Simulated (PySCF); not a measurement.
Working out the excitation energy of Ca

Ca [Ar] 4s2 (1S) → Ca [Ar] 4s1 4p1 (3P). Calculation: PySCF 2.14, in x2c-TZVPPall (6s5p3d, 36 functions); scalar relativity by spin-free X2C-1e. Frozen: [Ar]. Energies in hartree (1 hartree = 27.21139 eV):

| part | Ca (lower) | Ca (upper) |
| --- | --- | --- |
| UHF | -679.620198 | -679.582050 |
| CCSD correlation | -0.028203 | -0.003741 |
| (T) | 0.000000 | 0.000000 |

**Question.** What does Hartree-Fock give?

**Answer.** (-679.582050) − (-679.620198) = 0.038148 hartree = 1.038 eV.

**Question.** What do CCSD and CCSD(T) give?

**Answer.** The CCSD correlation energies differ by 0.024462 hartree = 0.666 eV and the triples by 0.000000 hartree = 0.000 eV, so CCSD gives 1.704 eV and CCSD(T) 1.704 eV.

Measured between the centres of the two terms (NIST): 1.892 eV, so CCSD(T) (valence) is off by -0.188 eV.

What remains against the reference includes basis incompleteness, the frozen core and higher excitations.
